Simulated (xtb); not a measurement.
C3H2N (SMILES C=[C]C#N), doublet, from a rough starting geometry; GFN2-xTB (xtb 6.7.1).

Input for xtb:
```
$ xtb mol.xyz --gfn 2 --uhf 1 --opt vtight --json

# file mol.xyz
6

C     -0.03458378    -1.03068983     0.04208137
C      0.73186536     0.05665629     0.01145773
C      0.14312713     1.37062128     0.01228279
H     -1.07929253    -0.94301090     0.00050464
H      0.46298515    -1.96741306    -0.01086343
N     -0.30722759     2.45646225    -0.00259322
```

Question: Write the output that xtb gives for this input, abridged.

Answer: 
```
   ID    Z sym.   atoms
    1    6 C      1-3
    2    1 H      4, 5
    3    7 N      6

           -------------------------------------------------
          |                Calculation Setup                |
           -------------------------------------------------

           -------------------------------------------------
          |                 G F N 2 - x T B                 |
           -------------------------------------------------

          ...................................................
          :                      SETUP                      :
          :.................................................:
          :  # basis functions                  18          :
          :  # atomic orbitals                  18          :
          :  # shells                           10          :
          :  # electrons                        19          :
          :  max. iterations                   250          :
          :  Hamiltonian                  GFN2-xTB          :
          :  restarted?                      false          :
          :  GBSA solvation                  false          :
          :  PC potential                    false          :
          :  electronic temp.          300.0000000     K    :
          :  accuracy                    1.0000000          :
          :  -> integral cutoff          0.2500000E+02      :
          :  -> integral neglect         0.1000000E-07      :
          :  -> SCF convergence          0.1000000E-05 Eh   :
          :  -> wf. convergence          0.1000000E-03 e    :
          :  Broyden damping             0.4000000          :
          :  net charge                          0          :
          :  unpaired electrons                  1          :
          ...................................................

 iter      E             dE          RMSdq      gap      omega  full diag
   1    -10.3387064 -0.103387E+02  0.794E+00    2.77       0.0  T
   2    -10.3292029  0.950351E-02  0.571E+00    2.53       1.0  T
   3    -10.3352713 -0.606837E-02  0.372E+00    2.74       1.0  T
   4    -10.3795408 -0.442696E-01  0.688E-01    2.45       1.0  T
   5    -10.3819149 -0.237411E-02  0.331E-01    2.58       1.0  T
   6    -10.3821413 -0.226324E-03  0.142E-01    2.55       1.0  T
   7    -10.3822218 -0.804816E-04  0.385E-02    2.56       1.1  T
   8    -10.3822235 -0.173471E-05  0.263E-02    2.56       1.6  T
   9    -10.3822260 -0.254620E-05  0.392E-03    2.56      10.4  T
  10    -10.3822260 -0.272096E-08  0.220E-03    2.56      18.6  T
  11    -10.3822261 -0.293874E-07  0.443E-04    2.56      92.2  T
  12    -10.3822261 -0.105422E-08  0.313E-05    2.56    1304.0  T

   *** convergence criteria satisfied after 12 iterations ***

         :::::::::::::::::::::::::::::::::::::::::::::::::::::
         ::                     SUMMARY                     ::
         :::::::::::::::::::::::::::::::::::::::::::::::::::::
         :: total energy             -10.182722623390 Eh    ::
         :: gradient norm              0.109429768477 Eh/a0 ::
         :: HOMO-LUMO gap              2.558577100853 eV    ::
         ::.................................................::
         :: SCC energy               -10.382226242983 Eh    ::
         :: -> isotropic ES            0.006989195278 Eh    ::
         :: -> anisotropic ES          0.001445425214 Eh    ::
         :: -> anisotropic XC          0.021005021261 Eh    ::
         :: -> dispersion             -0.002410245038 Eh    ::
         :: repulsion energy           0.199503619593 Eh    ::
         :: add. restraining           0.000000000000 Eh    ::
         :: total charge               0.000000000000 e     ::
         :::::::::::::::::::::::::::::::::::::::::::::::::::::

      -----------------------------------------------------------
     |                   =====================                   |
     |                        A N C O P T                        |
     |                   =====================                   |
     |               Approximate Normal Coordinate               |
     |                Rational Function Optimizer                |
      -----------------------------------------------------------
      -----------------------------------------------------------
     |                   =====================                   |
     |                        A N C O P T                        |
     |                   =====================                   |
     |               Approximate Normal Coordinate               |
     |                Rational Function Optimizer                |
      -----------------------------------------------------------

          ...................................................
          :                      SETUP                      :
          :.................................................:
          :   optimization level         verytight          :
          :   max. optcycles                   200          :
          :   ANC micro-cycles                  20          :
          :   degrees of freedom                12          :
          :.................................................:
          :   RF solver                   davidson          :
          :   write xtbopt.log                true          :
          :   linear?                        false          :
          :   energy convergence         0.1000000E-06 Eh   :
          :   grad. convergence          0.2000000E-03 Eh/α :
          :   maxmium RF displ.          1.0000000          :
          :   Hlow (freq-cutoff)         0.1000000E-01      :
          :   Hmax (freq-cutoff)         5.0000000          :
          :   S6 in model hess.         20.0000000          :
          ...................................................

generating ANC from exact Hessian ...
Using Lindh-Hessian (1995)
 Shifting diagonal of input Hessian by    8.6936369816149883E-003
 Lowest  eigenvalues of input Hessian
[...]
 * total energy  :   -10.2055822 Eh     change       -0.1200394E-02 Eh
 * total energy  :   -10.2061648 Eh     change       -0.5825542E-03 Eh
 * total energy  :   -10.2063531 Eh     change       -0.1882759E-03 Eh
 * total energy  :   -10.2064027 Eh     change       -0.4960673E-04 Eh
 * total energy  :   -10.2065226 Eh     change       -0.1199490E-03 Eh
 * total energy  :   -10.2065586 Eh     change       -0.3600485E-04 Eh
 * total energy  :   -10.2065745 Eh     change       -0.1588227E-04 Eh
 * total energy  :   -10.2065924 Eh     change       -0.1790539E-04 Eh
 * total energy  :   -10.2065933 Eh     change       -0.8680171E-06 Eh
 * total energy  :   -10.2065949 Eh     change       -0.1591470E-05 Eh
 * total energy  :   -10.2065951 Eh     change       -0.2395988E-06 Eh
 * total energy  :   -10.2065952 Eh     change       -0.1029916E-06 Eh
 * total energy  :   -10.2065953 Eh     change       -0.7104954E-07 Eh
   *** GEOMETRY OPTIMIZATION CONVERGED AFTER 20 ITERATIONS ***
[...]
          :  -> integral cutoff          0.2500000E+02      :
          :  -> integral neglect         0.1000000E-07      :
          :  -> SCF convergence          0.1000000E-05 Eh   :
          :  -> wf. convergence          0.1000000E-03 e    :
          :  Broyden damping             0.4000000          :
          :  net charge                          0          :
          :  unpaired electrons                  1          :
          ...................................................

 iter      E             dE          RMSdq      gap      omega  full diag
   1    -10.4439335 -0.104439E+02  0.544E-05    1.87       0.0  T
   2    -10.4439335 -0.152411E-11  0.317E-05    1.87    1288.6  T
   3    -10.4439335  0.234479E-12  0.218E-05    1.87    1875.4  T

   *** convergence criteria satisfied after 3 iterations ***

         :::::::::::::::::::::::::::::::::::::::::::::::::::::
         ::                     SUMMARY                     ::
         :::::::::::::::::::::::::::::::::::::::::::::::::::::
         :: total energy             -10.206595293193 Eh    ::
         :: gradient norm              0.000197660008 Eh/a0 ::
         :: HOMO-LUMO gap              1.869565096212 eV    ::
         ::.................................................::
         :: SCC energy               -10.443933803280 Eh    ::
         :: -> isotropic ES            0.009048592912 Eh    ::
         :: -> anisotropic ES          0.001314107778 Eh    ::
         :: -> anisotropic XC          0.022636605035 Eh    ::
         :: -> dispersion             -0.002316595672 Eh    ::
         :: repulsion energy           0.237338510088 Eh    ::
         :: add. restraining           0.000000000000 Eh    ::
         :: total charge               0.000000000000 e     ::
         :::::::::::::::::::::::::::::::::::::::::::::::::::::

           -------------------------------------------------
          |                Property Printout                |
           -------------------------------------------------

    * Orbital Energies and Occupations

         #    Occupation            Energy/Eh            Energy/eV
      -------------------------------------------------------------
         1        2.0000           -0.6543296             -17.8052
         2        2.0000           -0.6425121             -17.4836
         3        2.0000           -0.6056897             -16.4817
         4        2.0000           -0.5359767             -14.5847
         5        2.0000           -0.5326753             -14.4948
         6        2.0000           -0.5036002             -13.7037
         7        2.0000           -0.4844007             -13.1812
         8        2.0000           -0.4409556             -11.9990
         9        2.0000           -0.4269768             -11.6186
        10        1.0000           -0.3570609              -9.7161 (HOMO)
        11                         -0.2883556              -7.8466 (LUMO)
        12                         -0.1483665              -4.0373
        13                         -0.1123601              -3.0575
        14                          0.0765412               2.0828
        15                          0.2217726               6.0347
        16                          0.2724052               7.4125
        17                          0.7519768              20.4623
        18                          1.3362708              36.3618
      -------------------------------------------------------------
                  HL-Gap            0.0687053 Eh            1.8696 eV
             Fermi-level           -0.3573635 Eh           -9.7244 eV

     #   Z          covCN         q      C6AA      α(0)
     1   6 C        2.832    -0.063    29.566     8.910
     2   6 C        1.963    -0.002    31.127     9.010
     3   6 C        1.892     0.116    28.256     8.585
     4   1 H        0.925     0.089     1.893     2.151
     5   1 H        0.925     0.089     1.893     2.151
     6   7 N        0.912    -0.228    25.975     7.371

 Mol. C6AA /au·bohr⁶  :        583.436918
 Mol. C8AA /au·bohr⁸  :      14693.377234
 Mol. α(0) /au        :         38.178587

Wiberg/Mayer (AO) data.
largest (>0.10) Wiberg bond orders for each atom

 ---------------------------------------------------------------------------
     #   Z sym  total        # sym  WBO       # sym  WBO       # sym  WBO
 ---------------------------------------------------------------------------
     1   6 C    3.992 --     2 C    1.979     4 H    0.916     5 H    0.916
                             6 N    0.170
     2   6 C    3.701 --     1 C    1.979     3 C    1.444     6 N    0.205
     3   6 C    3.966 --     6 N    2.481     2 C    1.444
     4   1 H    0.989 --     1 C    0.916
     5   1 H    0.989 --     1 C    0.916
     6   7 N    2.893 --     3 C    2.481     2 C    0.205     1 C    0.170
 ---------------------------------------------------------------------------

Topologies differ in total number of bonds
Writing topology from bond orders to xtbtopo.mol

molecular dipole:
                 x           y           z       tot (Debye)
 q only:       -0.110      -1.249       0.013
   full:       -0.156      -1.767       0.018       4.509
molecular quadrupole (traceless):
                xx          xy          yy          xz          yz          zz
 q only:        2.188      -0.471      -3.620       0.017       0.019       1.432
  q+dip:        3.143      -0.583      -4.134       0.043       0.003       0.991
   full:        4.201      -0.948      -7.156       0.030       0.056       2.955

optimized geometry written to: xtbopt.xyz

           -------------------------------------------------
          | TOTAL ENERGY              -10.206595293193 Eh   |
          | GRADIENT NORM               0.000197660008 Eh/α |
          | HOMO-LUMO GAP               1.869565096212 eV   |
           -------------------------------------------------

normal termination of xtb
```
